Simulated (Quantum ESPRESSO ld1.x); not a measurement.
Task: The mean radii <r> (bohr) of the occupied orbitals of an atom or ion are listed with their occupations. All-electron calculation, Dirac Kohn-Sham, PBE, spin-unpolarised, spherical densities, point nucleus. Program: ld1.x of Quantum ESPRESSO 7.5.

orbital      occ.      <r>
1s1/2           2  0.02318
2s1/2           2  0.09845
2p1/2           2  0.08244
2p3/2           4  0.08896
3s1/2           2   0.2601
3p1/2           2   0.2497
3p3/2           4   0.2623
3d3/2           4   0.2338
3d5/2           6   0.2377
4s1/2           2   0.5895
4p1/2           2   0.6033
4p3/2           4   0.6306
4d3/2           4   0.6683
4d5/2           6   0.6774
5s1/2           2    1.277
5p1/2    0.333333    1.361
4f5/2     1.28571   0.7950
5p3/2    0.666667    1.411
4f7/2     1.71429   0.7998

Name the element and its charge. Open shells, if any, are shared by 2j + 1.

Result: Z = 61, promethium, charge +9: Pm9+ in [Kr] 4d10 4f3 5s2 5p1. The 1s radius gives Z: for a bare nucleus <r> = (2 gamma + 1)/(2Z) with gamma = sqrt(1 - (Z/c)^2), 0.02288 bohr for Z = 61, and screening makes it slightly larger (0.02318 here). The occupations add up to 52, and the charge is Z minus that.
